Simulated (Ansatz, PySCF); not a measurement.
Gas-phase reaction in SMILES: [CH2]COC=O -> [CH2]C(=O)OC
Geometries: B3LYP-D3(BJ)/def2-TZVP minima from Ansatz (a quantum-chemistry and plane-wave program), one conformer each, not searched for the lowest.

Property: isomerisation energy (enthalpy at 298 K, with B3LYP-D3(BJ) rigid-rotor harmonic-oscillator terms from PySCF), in eV. Correlated levels leave the core frozen unless marked. Open shells are spin-unrestricted. Spin-orbit coupling is left out. No relativistic terms. CBS marks a two-point X^-3 extrapolation of the correlation energy; Hartree-Fock from the larger set. The bracket is a focal-point correction in the basis named.

```tsv
level	program	isomerisation energy (eV)
PBE-D4/def2-TZVPD	Ansatz + dftd4	-0.39
BLYP-D3(BJ)/def2-TZVPD	Ansatz + dftd3	-0.40
BLYP/def2-TZVPD	Ansatz	-0.40
revPBE-D4/def2-TZVPD	Ansatz + dftd4	-0.39
revPBE/def2-TZVPD	Ansatz	-0.38
r2SCAN-D4/def2-TZVPD	Ansatz + dftd4	-0.40
PBE0/def2-SVP	Ansatz	-0.39
PBE0/def2-TZVP	Ansatz	-0.38
r2SCANh/def2-TZVPD	Ansatz	-0.39
M06-2X/def2-TZVPD	PySCF	-0.39
HSE06/def2-TZVPD	Ansatz	-0.38
CAM-B3LYP-D4/def2-TZVPD	Ansatz + dftd4	-0.39
B2GP-PLYP/def2-TZVPD	Ansatz	-0.36
RPA@PBE/cc-pVTZ	Ansatz	(withheld)
SCS-MP2/cc-pVTZ	Ansatz	-0.27
CCSD/6-31G	Ansatz	(withheld)
CCSD/6-31G*	Ansatz	-0.36
RI-MP2/CBS(cc-pVTZ,cc-pVQZ)+[CCSD(T)-MP2]/cc-pVTZ	Ansatz	-0.36
```

Problem. Some entries are withheld; supply them.

Solution. 
- RPA@PBE/cc-pVTZ, isomerisation energy (eV): -0.37
- CCSD/6-31G, isomerisation energy (eV): -0.43
